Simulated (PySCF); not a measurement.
CI3, SMILES I[C-](I)I, charge -1. The structure is a stationary point at B3LYP-D3(BJ)/def2-SVPD. The def2 effective core potentials stand for the cores of I; spin–orbit coupling is left out.

Task: Give the equilibrium geometry at B3LYP-D3(BJ)/def2-SVPD (PySCF confirms it by a frequency run) as a Z-matrix, and its point group. (The exact figures need the calculation; the answer reports its results.)

Result: point group C3v.
```
C
I 1 2.3117
I 1 2.3117 2 105.82
I 1 2.3117 2 105.82 3 112.01
```
Charge -1, spin multiplicity 1.
